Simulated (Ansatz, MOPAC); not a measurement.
Molecule: C3H10NSi (charge 0, doublet). SMILES: [CH2][Si](C)(C)N

Atoms: C1, Si2, C3, C4, N5, H6, H7, H8, H9, H10, H11, H12, H13, H14, H15. Bonds: C1-Si2, C1-H6, C1-H7, Si2-C3, Si2-C4, Si2-N5, C3-H8, C3-H9, C3-H10, C4-H11, C4-H12, C4-H13, N5-H14, N5-H15.

Bond lengths (Å) and angles (degrees) optimised at AM1 with MOPAC; PM7 with MOPAC; HF/STO-3G with Ansatz (a quantum-chemistry and plane-wave program); B3LYP/LANL2DZ with Ansatz, each started from the B3LYP-D3(BJ)/def2-TZVP structure (Ansatz) of the last column. A row stands for all coordinates that are equal there; 10 of 23 kinds are shown. No wavenumbers were computed at HF/STO-3G, B3LYP/LANL2DZ, so these may be saddle points.

| coordinate | AM1 | PM7 | HF/STO-3G | B3LYP/LANL2DZ | B3LYP-D3(BJ)/def2-TZVP |
|---|---|---|---|---|---|
| C1-Si2 | 1.770 | 1.818 | 1.845 | 1.873 | 1.853 |
| C1-H6 | 1.092 | 1.077 | 1.081 | 1.092 | 1.086 |
| Si2-C3 | 1.831 | 1.868 | 1.860 | 1.900 | 1.872 |
| Si2-N5 | 1.703 | 1.799 | 1.749 | 1.757 | 1.740 |
| C3-H8 | 1.114 | 1.104 to 1.107 | 1.082 | 1.098 | 1.092 |
| C3-H10 | 1.114 | 1.104 | 1.082 | 1.098 | 1.093 |
| N5-H14 | 0.983 | 1.013 | 1.023 | 1.012 | 1.010 |
| C1-Si2-C3 | 107.8 | 109.8 | 109.2 | 111.6 | 108.8 |
| C1-Si2-C4 | 107.9 | 109.8 | 109.2 | 107.9 | 108.7 |
| C1-Si2-N5 | 112.2 | 111.4 | 112.1 | 109.6 | 113.5 |

A range marks coordinates that this level makes unequal.

Mean signed difference of all 14 bond lengths from B3LYP-D3(BJ)/def2-TZVP: AM1 -0.008 Å, PM7 0.006 Å, HF/STO-3G -0.005 Å, B3LYP/LANL2DZ 0.010 Å.
